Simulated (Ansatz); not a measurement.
The same hydrogenolysis along the group O, S, Se, Te.

Gas-phase electronic energies from Ansatz, PBE0-D4/def2-TZVP geometries. CCSD(T)/CBS adds triple-zeta CCSD(T) − MP2 to the extrapolated MP2 energy (def2 sets, frozen cores). This one scheme is used for every species. For Ge, Se outer-core shells are correlated without core-valence functions, which leaves a few kJ/mol of doubt a bond. Scalar relativity is left out up to krypton.

Order these by ΔE at CCSD(T)/CBS, lowest first. (Estimate.)
A. `[GeH3][O][GeH3]` + H₂ → `[OH][GeH3]` + GeH₄
B. `[GeH3][S][GeH3]` + H₂ → `[SH][GeH3]` + GeH₄
C. `[GeH3][Se][GeH3]` + H₂ → `[GeH3][SeH]` + GeH₄

A (+11.7 kJ/mol), B (+32.2 kJ/mol), C (+44.4 kJ/mol).

Largest T1 diagnostic: 0.012, for `[GeH3][O][GeH3]`.
